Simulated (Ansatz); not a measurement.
The cluster Si2O4. Total charge 0; singlet. Geometry PBE0-D4/def2-SVP.

```xyz
6

Si   -0.7273    0.9011   -0.3106
Si    0.7273   -0.9011    0.3106
O     0.1180   -0.2961   -1.1355
O    -0.1180    0.2962    1.1356
O     1.6446   -2.0378    0.7023
O    -1.6446    2.0378   -0.7024
```

The structure comes from a short search, and lower isomers may exist.

Estimate the orbital energies around the gap (eV) in Ansatz with HF/STO-3G, BLYP-D4/def2-TZVP, r2SCAN-D4/def2-TZVP, PBE0-D4/def2-TZVP, PBE0-D4/def2-TZVPD.


| orbital | HF/STO-3G | BLYP-D4/def2-TZVP | r2SCAN-D4/def2-TZVP | PBE0-D4/def2-TZVP | PBE0-D4/def2-TZVPD |
| --- | --- | --- | --- | --- | --- |
| HOMO−13 | -32.06 | -23.92 | -25.43 | -27.14 | -27.18 |
| HOMO−12 | -31.91 | -23.83 | -25.34 | -27.04 | -27.08 |
| HOMO−11 | -17.06 | -14.20 | -14.84 | -16.32 | -16.37 |
| HOMO−10 | -15.42 | -13.01 | -13.80 | -15.38 | -15.43 |
| HOMO−9 | -14.15 | -12.61 | -13.26 | -14.63 | -14.68 |
| HOMO−8 | -13.86 | -11.76 | -12.42 | -13.80 | -13.84 |
| HOMO−7 | -11.48 | -10.00 | -10.51 | -11.84 | -11.89 |
| HOMO−6 | -10.50 | -9.74 | -10.33 | -11.66 | -11.70 |
| HOMO−5 | -10.43 | -9.49 | -10.05 | -11.45 | -11.50 |
| HOMO−4 | -9.84 | -9.48 | -9.98 | -11.26 | -11.30 |
| HOMO−3 | -9.12 | -8.55 | -9.01 | -10.20 | -10.24 |
| HOMO−2 | -9.04 | -8.26 | -8.73 | -10.00 | -10.04 |
| HOMO−1 | -8.43 | -8.23 | -8.70 | -9.91 | -9.95 |
| HOMO | -7.71 | -7.92 | -8.39 | -9.66 | -9.70 |
| LUMO | 6.86 | -4.09 | -3.89 | -3.29 | -3.43 |
| LUMO+1 | 7.69 | -2.16 | -1.94 | -1.35 | -1.40 |
| LUMO+2 | 8.27 | -1.96 | -1.66 | -1.06 | -1.15 |
| LUMO+3 | 10.89 | -1.85 | -1.62 | -0.99 | -1.12 |
| LUMO+4 | 11.32 | 0.10 | 0.57 | 0.91 | 0.47 |
| LUMO+5 | 16.16 | 1.84 | 2.39 | 2.64 | 1.04 |
